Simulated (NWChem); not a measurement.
Species: C₃H₄BrF; SMILES F[C@@H]1C[C@H]1Br

```xyz
9

F      0.7075     2.6832     0.0970
C      0.1435     1.5496    -0.4248
C     -1.2849     1.2397    -0.0799
C     -0.1530     0.4382     0.5220
Br     0.1533    -1.4073     0.0027
H      0.5134     1.3251    -1.4213
H     -1.8036     1.9131     0.5973
H     -1.9043     0.7865    -0.8480
H      0.0797     0.5928     1.5692
```
Atoms are numbered in this order, from 1.

Computed with NWChem. Pople sets run with spherical d functions. Coordinates come from a B3LYP/6-31G* (spherical d) optimisation. Vzz is the largest principal value of the second derivative of the potential at the nucleus (NWChem prints the opposite sign); η is the asymmetry. Non-relativistic.

```csv
level,Vzz Br5 (a.u.),η Br5
Hartree-Fock/def2-TZVP,7.335,0.02
Hartree-Fock/def2-SVP,7.156,0.02
CAM-B3LYP/6-31G*,7.044,0.02
```
